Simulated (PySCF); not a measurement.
**Telling isomers of C$_{7}$H$_{5}$F$_{3}$ apart by NMR**

[PySCF 2.14: geometry: GFN2-xTB; shieldings: GIAO PBE0/pcSseg-1; equivalent nuclei averaged; one computed conformer; non-relativistic Hamiltonian; in vacuum]

Referencing at the same level of theory: TMS for ¹H (σ = 31.72 ppm) and ¹³C (σ = 186.93 ppm). Splittings of carbon signals by F and P are missing where no couplings were computed. Where no couplings were computed, multiplicities follow the n + 1 count of equivalent neighbours, and m marks all less simple cases (inequivalent or close neighbours, rings, F or P nearby). Shifts are as computed. Against solution values, carbons near 30 ppm lie about +3 ppm off and those near 130 ppm about +5 ppm. Of 1211 compounds with measured shifts, 218 miss one by over three times the rms of a fit or turn the order of signals round; such compounds aren't used in these exercises.

(1) Tabulate the signals of `CC#CC#CCC(F)(F)F`, `FC1=C[C@@H]2C(C(F)F)=C[C@H]12` and their relative energies.

(2) What is the quickest way to tell CC#CC#CCC(F)(F)F from FC1=C[C@@H]2C(C(F)F)=C[C@H]12?

## Answers

(1) 
```json
{"SMILES": "CC#CC#CCC(F)(F)F", "carbon types": "5×C 1×CH2 1×CH3", "δC": "134.3, 82.1, 78.7, 71.9, 69.6, 30.1, 5.3", "δH": "3.15 (m, 2H), 2.16 (s, 3H)", "E rel. (kcal/mol)": "0.0"}
{"SMILES": "FC1=C[C@@H]2C(C(F)F)=C[C@H]12", "carbon types": "2×C 5×CH", "δC": "175.2, 162.2, 152.3, 119.4, 116.2, 53.8, 38.3", "δH": "7.12 (m, 1H), 6.65 (m, 1H), 5.58 (m, 1H), 4.05 (m, 1H), 3.89 (m, 1H)", "E rel. (kcal/mol)": "10.0"}
```

Energies are electronic energies at PBE0/pcSseg-1 on these geometries, without zero-point or thermal terms, each for the one conformer computed, which needn't be the lowest.

(2) Both give the same number of carbon signals, but DEPT or the intensities differ. The first has an alkyne carbon (C) at 82.1 ppm, the second an alkene CH at 152.3 ppm. Their most deshielded carbons lie at 134.3 and 175.2 ppm. In the proton spectra the most deshielded non-exchanging signals are 3.15 (m, 2H) and 7.12 (m, 1H).
